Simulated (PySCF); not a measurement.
Electron correlation in Ho⁺ (holmium, charge +1)

Starting occupation: [Xe] 4f11 6s1, 4f5/2 with m_j = -5/2, -3/2, -1/2, +1/2, +3/2, +5/2, 4f7/2 with m_j = -1/2, +1/2, +3/2, +5/2, +7/2, 6s1/2 with m_j = +1/2. Calculation: PySCF 2.14, in x2c-TZVPall-2c (11s11p10d4f1g, 131 functions); X2C-1e with screened-nucleus spin-orbit coupling, Gaussian nucleus. Frozen: [Ar] 3d10; 38 electrons correlated; the 18 highest virtual spinors left out.

MP2 pair energies summed by pair of shells (mhartree):

```
 pair   energy  share (%)
4f-4f  -301.56       22.9
4d-4f  -221.29       16.8
4f-5p  -152.87       11.6
5p-5p  -120.78        9.2
4d-4d  -104.83        7.9
4d-4p   -74.56        5.7
4f-4p   -69.47        5.3
4d-5p   -60.90        4.6
4f-5s   -35.14        2.7
5p-5s   -32.49        2.5
4d-4s   -20.59        1.6
4p-4p   -19.30        1.5
4d-5s   -19.28        1.5
5p-6s   -19.16        1.5
4f-4s   -17.47        1.3
4p-5p   -11.20        0.8
4p-4s   -10.49        0.8
4f-6s    -8.60        0.7
5s-5s    -6.00        0.5
4p-5s    -5.70        0.4
4s-5p    -1.98        0.1
4s-4s    -1.72        0.1
4d-6s    -1.44        0.1
5s-6s    -1.00        0.1
4s-5s    -0.89        0.1
4p-6s    -0.28        0.0
4s-6s    -0.04        0.0
```

Total MP2 correlation energy: -1319.0 mhartree.

The GHF reference relaxed away from the jj start to a determinant that is no pure jj level (⟨S²⟩ = 6.01, ⟨J²⟩ = 72.01); the energies belong to that determinant.

This basis was not built for core-valence correlation, so the inner-shell part is incomplete.
